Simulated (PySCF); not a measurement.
## How methods differ on the ionisation energy of Pb

Pb [Xe] 4f14 5d10 6s2 6p2 (3P) → Pb+ [Xe] 4f14 5d10 6s2 6p1 (2P), as a difference of total energies. Computed with PySCF 2.14 in aug-cc-pwCVTZ-DK3 (11s10p8d5f1g, 125 functions), with scalar relativity by spin-free X2C-1e. The calculations carry no spin-orbit coupling.

| method | ionisation energy (eV) |
| --- | --- |
| UHF | 6.574 |
| M06-L | 6.627 |
| MN15 | 7.089 |

Spin-orbit coupling is strong in these open shells (close to jj coupling). The scalar numbers leave it out and a first-order estimate fails, so it can dominate the gap to the real levels.

For comparison: 7.417 eV (measured; NIST Atomic Spectra Database, ionization energies).
